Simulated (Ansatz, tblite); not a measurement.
Forces on Ni(NH2)2 (NiN2H4) at its r2SCAN-D4/def2-TZVP geometry. Charge 0, multiplicity 3.

The xTB rows come from tblite. At PBE-D4/def2-TZVP a singlet of charge 0 lies 0.18 eV below the triplet, each at its own geometry. That singlet is doubtful there (restricted singlet, unstable towards broken spin symmetry).

GFN1-xTB (tblite), largest force 1.05 eV/Å:

```xyz
7
positions Å, forces eV/Å
Ni    0.001    0.000   -0.001   -0.001    0.000    0.001
N    -0.783   -0.444   -1.542    0.461    0.261    0.906
H    -1.776   -0.569   -1.683    0.091   -0.060   -0.283
H    -0.308   -0.612   -2.418   -0.283   -0.048   -0.094
N     0.783    0.444    1.542   -0.460   -0.261   -0.907
H     0.306    0.609    2.418    0.284    0.050    0.096
H     1.776    0.571    1.685   -0.093    0.059    0.282
```

GFN2-xTB (tblite), largest force 0.40 eV/Å:

```
Ni -0.002 0.000 0.001
N 0.176 0.099 0.342
H -0.383 -0.060 -0.102
H 0.145 -0.075 -0.366
N -0.172 -0.099 -0.345
H -0.145 0.075 0.366
H 0.382 0.060 0.103
```

PBE-D4/def2-TZVP (Ansatz), largest force 0.35 eV/Å:

```
Ni -0.001 0.000 0.001
N 0.080 0.045 0.156
H -0.349 -0.034 -0.004
H 0.205 -0.049 -0.281
N -0.079 -0.045 -0.157
H -0.204 0.049 0.281
H 0.349 0.033 0.004
```
